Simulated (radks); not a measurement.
Charge is removed step by step from the 1s1/2 level of the xenon ion Xe27+, starting from [Ar] 3d9. Method: Dirac Kohn-Sham, PBE, spin-unpolarised, spherical densities, finite nucleus; open shells are shared between the two j in proportion to 2j + 1; Fermi nuclear charge, rms radius 4.7859 fm; computed with a radial shooting solver on a logarithmic mesh with Libxc functionals.

removed (e)	E - E(0) (eV)	eigenvalue (eV)	E minus straight line (eV)
0	0.000	-35319	0.000
0.125	4421.1	-35418	-42.979
0.25	8854.5	-35517	-73.613
0.375	13300.3	-35615	-91.927
0.5	17758.3	-35713	-97.952
0.625	22229	-35811	-91.724
0.75	26711	-35909	-73.287
0.875	31206	-36006	-42.692
1	35713	-36102	0.000

Removing the whole electron costs 35713 eV by Delta-SCF, against 35319 eV from minus the eigenvalue at the starting occupation. Slater's transition state (half an electron removed) gives 35713 eV. Integrating minus the eigenvalue over the occupation (Janak's theorem) gives 35713 eV. The mean slope of the eigenvalue, de/dn, is 783 eV per electron.
